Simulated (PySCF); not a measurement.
## Dipole moment and polarisability of `Cc1c[pH]c(C)c1`

Species: C₆H₉P.
Geometry (PBE0-D3(BJ)/def2-SVP, Å), atoms numbered from 1 in this order:
```xyz
16
C6H9P angstrom
C     -2.0291   -0.4467   -0.6365
C     -0.6677    0.1020   -0.3515
C     -0.4038    1.3173    0.1977
P      1.3544    1.4843    0.5598
C      1.7128   -0.0569   -0.3427
C      3.0855   -0.5981   -0.5593
C      0.5396   -0.6622   -0.6568
H     -2.8185    0.2583   -0.3436
H     -2.1448   -0.6681   -1.7105
H     -2.1956   -1.3934   -0.0966
H     -1.1686    2.0285    0.5155
H      1.7641    2.4397   -0.4211
H      3.6131   -0.7579    0.3951
H      3.0499   -1.5588   -1.0940
H      3.7053    0.0950   -1.1523
H      0.4875   -1.6573   -1.1122
```

Level: CAM-B3LYP/def2-SVPD (PySCF), static field, nuclei fixed, core orbitals frozen in the response. The polarisability tensor in these axes (au):

```
x   115.31   5.84   3.92
y     5.84  98.10  14.06
z     3.92  14.06  73.88
```

Q: Diagonalise the tensor; give its mean and Δα, where Δα² is half the sum of the squared differences of the eigenvalues.

A: Principal values 67.41, 101.15 and 118.73 au; mean 95.76 au = 14.19 Å³ = 15.79 × 10⁻⁴⁰ C²·m²/J; Δα = 45.18 au (47 % of the mean).

Q: What is the dipole moment, and where does it point?

A: (-0.24, -0.65, -0.89) D, 1.13 D in size, pointing from the negative to the positive side. Measured along this direction, the outermost atoms are P4 at the negative end and H9 at the positive end.

Q: Estimate the molar refractivity from the static electronic polarisability.

A: Lorentz–Lorenz: R = (4π/3)N_A α = 2.5225 cm³/(mol·Å³) × 14.19 Å³ = 35.8 cm³/mol, in the limit of long wavelengths.

Q: Along which axes do the principal values lie, and how far do the nuclei extend along each?

A: Largest value along (0.90, 0.39, 0.20), where the nuclei span 5.67 Å; middle along (-0.44, 0.82, 0.36), 5.38 Å; least along (-0.02, -0.41, 0.91), 2.02 Å. The response follows the extents in order.

Q: Orientational against electronic polarisability at 273 K (dilute gas, rigid molecules)?

A: In Gaussian units μ²/3kT = 11.34 Å³ against 14.19 Å³, a ratio of 0.80; the Debye molar polarisation (4π/3)N_A(α + μ²/3kT) is 64.4 cm³/mol, leaving out the vibrational part.

Q: Refractivity n − 1 of an ideal gas of it at 500 K and 1 atm, from the electronic α?

A: N = p/kT = 1.4678 × 10¹⁹ cm⁻³, so n − 1 = 2π × N × 14.19 × 10⁻²⁴ cm³ = 1309 × 10⁻⁶ at long wavelengths.

Q: Traceless (Buckingham) quadrupole moment about the centre of nuclear charge: eigenvalues?

A: -6.25, 1.25, 5.00 D·Å. The values depend on the origin, since the dipole doesn't vanish. The electronic extent ⟨r²⟩ about the same centre is 994 bohr², a root-mean-square distance of 2.15 Å for the 60 electrons.

Isolated species at its PBE0-D3(BJ)/def2-SVP geometry, gas phase.

The run behind these numbers computed excited states and ΔSCF ions as well. Time: 2.5 min of wall time; peak memory 1.0 GiB. Hardware: Arm Neoverse V2, one thread, on a shared host.
